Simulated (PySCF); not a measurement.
# Sc (scandium, neutral) across methods

[Ar] 3d1 4s2, 2D determinant. Calculation: PySCF 2.14, in aug-cc-pVTZ-DK (8s7p5d3f2g, 93 functions); scalar relativity by spin-free X2C-1e.

```json
{"method": "UHF", "E (hartree)": "-763.28506", "mean ε 3d α (eV)": "-9.346", "mean ε 4s α (eV)": "-5.924", "mean ε 4s β (eV)": "-5.596", "Σ⟨r²⟩ (bohr²)": "52.74", "⟨S²⟩": "0.762"}
{"method": "r2SCANh", "E (hartree)": "-764.137", "mean ε 3d α (eV)": "-4.316", "mean ε 4s α (eV)": "-4.488", "mean ε 4s β (eV)": "-4.253", "Σ⟨r²⟩ (bohr²)": "49.21", "⟨S²⟩": "1.117"}
{"method": "PBE", "E (hartree)": "-763.965", "mean ε 3d α (eV)": "-3.495", "mean ε 4s α (eV)": "-4.168", "mean ε 4s β (eV)": "-3.957", "Σ⟨r²⟩ (bohr²)": "49.19", "⟨S²⟩": "1.040"}
{"method": "PBE0", "E (hartree)": "-763.998", "mean ε 3d α (eV)": "-5.154", "mean ε 4s α (eV)": "-4.814", "mean ε 4s β (eV)": "-4.602", "Σ⟨r²⟩ (bohr²)": "49.83", "⟨S²⟩": "0.838"}
{"method": "wB97X", "E (hartree)": "-764.191", "mean ε 3d α (eV)": "-7.536", "mean ε 4s α (eV)": "-6.465", "mean ε 4s β (eV)": "-6.357", "Σ⟨r²⟩ (bohr²)": "49.80", "⟨S²⟩": "0.751"}
{"method": "LDA", "E (hartree)": "-762.202", "mean ε 3d α (eV)": "-3.565", "mean ε 4s α (eV)": "-4.337", "mean ε 4s β (eV)": "-4.104", "Σ⟨r²⟩ (bohr²)": "49.05", "⟨S²⟩": "0.902"}
```

**Question.** Estimate the same row for BLYP.

**Answer.** E (hartree) = -764.216; mean ε 3d α (eV) = -3.458; mean ε 4s α (eV) = -4.026; mean ε 4s β (eV) = -3.874; Σ⟨r²⟩ (bohr²) = 49.38; ⟨S²⟩ = 0.942.
